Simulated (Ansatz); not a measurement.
A nudged elastic band was laid between two geometries of C5H8OS (15 atoms, charge 0, multiplicity 1).

Computed with RKS PBE-D4/6-31G* (Ansatz 0.2.0).

| Property | Result |
| --- | --- |
| movable images | 7 |
| climbing image | yes |
| spring | 2.0 to 10.0 eV/Å², energy-weighted |
| optimiser | quadratic models (default) |
| start path | IDPP |
| force threshold | 0.03 eV/Å |
| iteration limit | 60 |
| end points | relaxed |

Initial state:

```xyz
15
Properties=species:S:1:pos:R:3
C -0.622 -2.457 0.122
C 0.035 -1.117 0.172
C 0.200 -0.308 1.236
O 0.881 0.879 1.061
C 0.926 1.215 -0.339
C -0.202 2.176 -0.687
S 0.787 -0.394 -1.284
H 0.073 -3.234 -0.245
H -1.499 -2.460 -0.551
H -0.962 -2.754 1.128
H -0.109 -0.496 2.266
H 1.918 1.654 -0.534
H -1.177 1.701 -0.490
H -0.155 2.454 -1.752
H -0.117 3.091 -0.074
```

Final state:

```xyz
15
Properties=species:S:1:pos:R:3
C -0.444 -2.471 -0.372
C 0.090 -1.126 0.000
C 0.014 -0.499 1.189
O 0.622 0.731 1.324
C 0.874 1.297 0.024
C -0.250 2.249 -0.363
S 1.015 -0.136 -1.170
H 0.361 -3.142 -0.724
H -1.192 -2.405 -1.184
H -0.925 -2.946 0.499
H -0.448 -0.871 2.106
H 1.848 1.809 0.078
H -0.337 3.052 0.390
H -1.205 1.703 -0.420
H -0.045 2.703 -1.347
```

**Question.** Which bonds break or form, and what moves?

**Answer.** No bond is made or broken. The dihedral S7–C5–C6–H15 goes from 177 to -63°. The two ends are copies of one structure, up to a mirror image or an exchange of like atoms.

**Question.** Give the energies along the band, and the barrier.

**Answer.** The run converged. The highest image is number 4 of 0 to 8, 16.5 kJ/mol above the ends, which have the same energy within 2 meV. Another band between the same ends (7 images) ends at a top of the same energy, where a vibrational analysis finds 1 clearly imaginary mode.

```json
{"image": "0", "path coordinate (Å)": "0.00", "energy (kJ/mol)": "0.0", "dihedral S7–C5–C6–H15 (°)": "177"}
{"image": "1", "path coordinate (Å)": "0.71", "energy (kJ/mol)": "5.5", "dihedral S7–C5–C6–H15 (°)": "-161"}
{"image": "2", "path coordinate (Å)": "1.14", "energy (kJ/mol)": "11.6", "dihedral S7–C5–C6–H15 (°)": "-146"}
{"image": "3", "path coordinate (Å)": "1.50", "energy (kJ/mol)": "15.3", "dihedral S7–C5–C6–H15 (°)": "-134"}
{"image": "4", "path coordinate (Å)": "1.83", "energy (kJ/mol)": "16.5", "dihedral S7–C5–C6–H15 (°)": "-123"}
{"image": "5", "path coordinate (Å)": "2.16", "energy (kJ/mol)": "15.2", "dihedral S7–C5–C6–H15 (°)": "-112"}
{"image": "6", "path coordinate (Å)": "2.51", "energy (kJ/mol)": "11.5", "dihedral S7–C5–C6–H15 (°)": "-100"}
{"image": "7", "path coordinate (Å)": "2.95", "energy (kJ/mol)": "5.4", "dihedral S7–C5–C6–H15 (°)": "-85"}
{"image": "8", "path coordinate (Å)": "3.66", "energy (kJ/mol)": "0.0", "dihedral S7–C5–C6–H15 (°)": "-63"}
```

**Question.** What is the geometry of the highest image?

**Answer.** 
```xyz
15
Properties=species:S:1:pos:R:3:forces:R:3
C -0.403 -2.524 -0.319 0.00 0.00 0.00
C 0.089 -1.154 0.016 0.00 0.00 0.00
C 0.016 -0.506 1.194 -0.01 0.00 0.00
O 0.575 0.749 1.293 0.00 0.00 0.00
C 0.829 1.299 -0.017 0.01 0.01 0.00
C -0.264 2.313 -0.408 0.00 0.00 0.00
S 0.950 -0.156 -1.193 0.00 0.00 0.00
H 0.419 -3.174 -0.673 0.00 0.00 0.00
H -1.169 -2.503 -1.115 0.00 0.00 0.00
H -0.849 -2.998 0.572 0.00 0.00 0.00
H -0.410 -0.875 2.128 0.00 0.00 0.00
H 1.821 1.773 0.034 0.00 0.00 0.00
H -1.014 2.358 0.398 0.00 0.00 0.00
H -0.770 2.025 -1.343 0.00 0.00 0.00
H 0.160 3.322 -0.537 0.00 0.00 0.00
```

Time of the run: 2.3 min on 2 threads of Intel(R) Xeon(R) Platinum 8488C (Sapphire Rapids) (shared host), peak memory 0.19 GiB.
